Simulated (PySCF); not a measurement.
# One molecule, several mistakes: Al2BH2N

Calculated results; nothing here was measured. The program is PySCF 2.14.0, an open-source quantum chemistry code, run on an isolated molecule that a program drew, which may never have been made. The molecule is Al2BH2N (charge 0, singlet), drawn as the SMILES string `[Al][B]=[N][AlH2]`.

Each row is a Hartree-Fock (HF) and frozen-core CCSD(T) single point in the cc-pV(D+d)Z basis, meant for a local HF minimum. Run 1 is clean. Each other run has one planted mistake out of seven kinds, and not every kind appears here: one electron removed, one electron added, multiplicity raised by two, geometry at a saddle point, minimal basis STO-3G, one bond length entered in bohr, all coordinates scaled. The reference is restricted for singlets and unrestricted otherwise, and also for a bond in bohr. Adding or removing an electron swaps singlet and doublet. Electrons count all cores. HOMO and LUMO are orbital energies over both spins, the gradient is its largest component, and the lowest frequency (negative if imaginary) is given only where the gradient is small. Bond lengths are over the 5 bonds as drawn. T1 is the CCSD diagnostic: over 0.02 (restricted) or 0.045 (unrestricted) a single reference is doubtful.

Geometry of the clean run:
```xyz
6
Al2BH2N, angstrom
Al   -0.5340    2.4734   -1.9500
B    -0.6627    0.2410   -1.9911
N    -0.7352   -1.0146   -2.0145
Al   -0.8374   -2.7804   -2.0483
H     0.4817   -3.6459   -1.9846
H    -2.2473   -3.4851   -2.1420
```

```
run  electrons  basis functions  <S^2>  HOMO (eV)  LUMO (eV)  gradient (hartree/bohr)  lowest frequency (cm^-1)  mean bond (Å)  longest bond (Å)      T1  HF (hartree)  CCSD(T) (hartree)               mistake
  1         40               84  0.000      -8.24       0.28                  2.6e-05                        78         1.6843             2.236  0.0183    -564.15860         -564.55179              no fault
  2         39               84  0.865     -14.09      -6.42                  5.8e-02                         -         1.6843             2.236  0.0325    -563.88897         -564.25487  one electron removed
  3         40               30  0.000      -3.90       8.49                  4.6e-02                         -         1.6843             2.236  0.0202    -557.28200         -557.49462  minimal basis STO-3G
  4         40               84  2.011      -6.89      -0.33                  2.4e-02                         -         1.6843             2.236  0.0261    -564.11814         -564.48791                     ?
  5         40               84  0.000      -8.12       0.32                  5.4e-02                         -         1.6354             2.172  0.0172    -564.15303         -564.54243                     ?
```

**Which mistake was planted in run 4, and what did it cost?**

Electrons, basis and geometry are unchanged, and <S^2> is 2.011, beside S(S+1) = 2.00 for a multiplicity of 3. So the mistake is: multiplicity raised by two. Subtracting run 1 and multiplying by 627.51 kcal/mol a hartree, the energy moved by 25.4 kcal/mol in HF and 40.1 kcal/mol in CCSD(T).

**Which mistake was planted in run 5, and what did it cost?**

The mean and the longest bond both change by the same factor, 0.971, and the gradient is no longer small. So the mistake is: all coordinates scaled. Subtracting run 1 and multiplying by 627.51 kcal/mol a hartree, the energy moved by 3.5 kcal/mol in HF and 5.9 kcal/mol in CCSD(T).

Cautions from the logs. Run 3: T1 is over the limit, so its CCSD(T) energy is less reliable.
